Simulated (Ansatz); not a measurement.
Reaction (cleavage of the B–Si bond): `NB[SiH2]O` + NH₃ → `NBN` + silanol

Calculated with Ansatz (gas phase, PBE0-D4/def2-TZVP geometries, no zero-point term in ΔE). CBS: MP2 limit from def2 TZ/QZ plus the TZ coupled-cluster correction, frozen cores. This one scheme is used for every species. Functionals use def2-TZVPP. B3LYP here is the variant with VWN-RPA as its local correlation; programs differ in this. One conformer a species, not always the lowest.

| level | ΔE (kJ/mol) | difference from CCSD(T)/CBS |
| --- | --- | --- |
| B97M-V | -110.0 | 1.4 |
| r2SCANh-D4 | -114.7 | -3.3 |
| r2SCAN0-D4 | -116.8 | -5.4 |
| CAM-B3LYP-D4 | -120.9 | -9.5 |
| B3LYP | -118.2 | -6.8 |
| r2SCAN0 | -117.6 | -6.2 |
| MP2/def2-SVP | -127.4 | -16.0 |
| HF/def2-TZVPP | -132.5 | -21.1 |
| MP2/def2-QZVPP | -118.7 | -7.3 |
| SCS-MP2/def2-QZVPP | -119.0 | -7.6 |
| CCSD(T)/CBS | -111.4 | 0 |

**Question.** What do rigid-rotor, harmonic-oscillator terms from PBE0-D4/def2-TZVP frequencies (298.15 K, 1 bar) make of the CCSD(T)/CBS value? (Estimate.)

**Answer.** Computed: ΔZPE = -2.3 kJ/mol, ΔH = -116.6 kJ/mol, ΔS = -2 J/(mol·K), ΔG = -116.1 kJ/mol.

Largest T1 diagnostic among the species: 0.013.

At CCSD(T), def2-SVP lies −8.5 kJ/mol from the extrapolated value and def2-TZVPP +0.0 kJ/mol. From PBE to PBE0 (25 % exact exchange), in def2-TZVPP and without D4, ΔE moves by −5.8 kJ/mol.
